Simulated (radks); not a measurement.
Ionisation of the zinc ion Zn+, [Ar] 3d10 4s1, to [Ar] 3d10 as the strength of local exchange is varied. Method: scalar-relativistic Kohn-Sham, Slater X-alpha exchange (alpha = 2/3 is LDA exchange), no correlation, spin-polarised, spherical densities, finite nucleus; open shells are filled with parallel spins first; Fermi nuclear charge, rms radius 3.9283 fm; computed with a radial shooting solver on a logarithmic mesh with Libxc functionals.

| alpha | E(Zn+) (hartree) | exchange (hartree) | IE (eV) | -e of the level emptied (eV) | <r> of it (bohr) |
|---|---|---|---|---|---|
| 0.595 | -1783.26343 | -58.55816 | 17.456 | 13.281 (4s) | 2.444 |
| 0.667 | -1790.37035 | -65.92489 | 18.082 | 13.934 (4s) | 2.407 |
| 0.728 | -1796.41519 | -72.21308 | 18.620 | 14.499 (4s) | 2.377 |
| 0.766 | -1800.19181 | -76.15201 | 18.958 | 14.857 (4s) | 2.359 |
| 0.992 | -1822.82627 | -99.92070 | 21.021 | 17.062 (4s) | 2.256 |
| 1.013 | -1824.94451 | -102.15893 | 21.217 | 17.274 (4s) | 2.247 |
| 1.016 | -1825.24732 | -102.47908 | 21.245 | 17.305 (4s) | 2.246 |

NIST Atomic Spectra Database: 17.964 eV (measured). The Delta-SCF value meets it near alpha = 0.65.
